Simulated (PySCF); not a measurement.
C₇H₁₄BClO.
SMILES with atom numbers: `[CH3:1][O:2][B:3]1[CH2:4][CH2:5][C@@H:6]([CH3:7])[C@H:8]([Cl:9])[CH2:10]1` (hydrogens: H11, H12, H13 on C1; H14, H15 on C4; H16, H17 on C5; H18 on C6; H19, H20, H21 on C7; H22 on C8; H23, H24 on C10)

A GFN2-xTB structure was refined with PBE0-D3(BJ)/def2-SVP geometry optimisation, gas phase in PySCF 2.14.0. Its GFN2-xTB values:

```json
{"coordinate": "C1–O2", "GFN2-xTB": "1.443 Å"}
{"coordinate": "C1–H11", "GFN2-xTB": "1.079 Å"}
{"coordinate": "O2–B3", "GFN2-xTB": "1.342 Å"}
{"coordinate": "B3–C4", "GFN2-xTB": "1.562 Å"}
{"coordinate": "B3–C10", "GFN2-xTB": "1.606 Å"}
{"coordinate": "C4–C5", "GFN2-xTB": "1.569 Å"}
{"coordinate": "C4–H14", "GFN2-xTB": "1.066 Å"}
{"coordinate": "C4–H15", "GFN2-xTB": "1.090 Å"}
{"coordinate": "C5–H16", "GFN2-xTB": "1.067 Å"}
{"coordinate": "C6–C8", "GFN2-xTB": "1.537 Å"}
{"coordinate": "C7–H19", "GFN2-xTB": "1.090 Å"}
{"coordinate": "C8–Cl9", "GFN2-xTB": "1.828 Å"}
{"coordinate": "C8–C10", "GFN2-xTB": "1.507 Å"}
{"coordinate": "C8–H22", "GFN2-xTB": "1.109 Å"}
{"coordinate": "C10–H23", "GFN2-xTB": "1.068 Å"}
{"coordinate": "C10–H24", "GFN2-xTB": "1.089 Å"}
{"coordinate": "C1–O2–B3", "GFN2-xTB": "127.0°"}
{"coordinate": "O2–B3–C4", "GFN2-xTB": "116.4°"}
{"coordinate": "B3–C4–C5", "GFN2-xTB": "111.2°"}
{"coordinate": "B3–C10–C8", "GFN2-xTB": "111.7°"}
{"coordinate": "C4–C5–C6", "GFN2-xTB": "112.3°"}
{"coordinate": "C5–C6–C8", "GFN2-xTB": "107.8°"}
{"coordinate": "C6–C8–Cl9", "GFN2-xTB": "109.1°"}
{"coordinate": "Cl9–C8–C10", "GFN2-xTB": "107.7°"}
{"coordinate": "B3–C4–C5–C6", "GFN2-xTB": "48°"}
{"coordinate": "C4–C5–C6–C7", "GFN2-xTB": "173°"}
{"coordinate": "C5–C6–C8–Cl9", "GFN2-xTB": "-175°"}
{"coordinate": "C6–C8–C10–B3", "GFN2-xTB": "-47°"}
```

Q: How do these coordinates change at the PBE0-D3(BJ)/def2-SVP level?

A: 
```tsv
coordinate	PBE0-D3(BJ)/def2-SVP (Å or °)	change
C4–C5	1.527	-0.042
C10–H23	1.108	+0.040
C5–H16	1.106	+0.039
C1–O2	1.405	-0.038
C4–H14	1.101	+0.035
B3–C10	1.583	-0.023
C1–H11	1.099	+0.020
C4–H15	1.109	+0.019
O2–B3	1.355	+0.013
C7–H19	1.103	+0.013
C10–H24	1.101	+0.012
C8–C10	1.518	+0.011
C8–Cl9	1.817	-0.011
B3–C4	1.572	+0.010
C6–C8	1.529	-0.008
C8–H22	1.102	-0.007
C1–O2–B3	123.6	-3.4
O2–B3–C4	118.5	+2.1
B3–C10–C8	113.6	+1.9
C4–C5–C6	114.1	+1.8
B3–C4–C5	113.0	+1.8
C6–C8–Cl9	110.9	+1.8
C5–C6–C8	109.4	+1.6
Cl9–C8–C10	108.7	+1.0
B3–C4–C5–C6	45	-3
C6–C8–C10–B3	-44	+3
C5–C6–C8–Cl9	-178	-3
C4–C5–C6–C7	175	+2
```

The energy falls by 0.263 eV over 11 energy and gradient evaluations, the largest force component goes from 0.0383 to 4.3e-04 Eh/bohr, and the atoms move by 0.173 Å rms after alignment. The bond that changes most is C4–C5 (sp3 carbon bound to boron to ring CH2 carbon), which shortens by 0.042 Å. Bonds longer at the end by more than 0.005 Å: 13 of 24; shorter: 6. Among the dihedrals that turn most is H13–C1–O2–B3, from -30° to -56°. Rotational constants go from 1646, 718.7, 518.5 to 1618, 729.7, 520.9 MHz.

The run used 214 basis functions and 71 SCF cycles in all. The run took 5.7 min wall on one thread, Intel Xeon Platinum 8488C (x86_64), on a shared host, and the process peaked at 0.94 GiB of memory.

No frequency check. The numbers are those of one conformer.
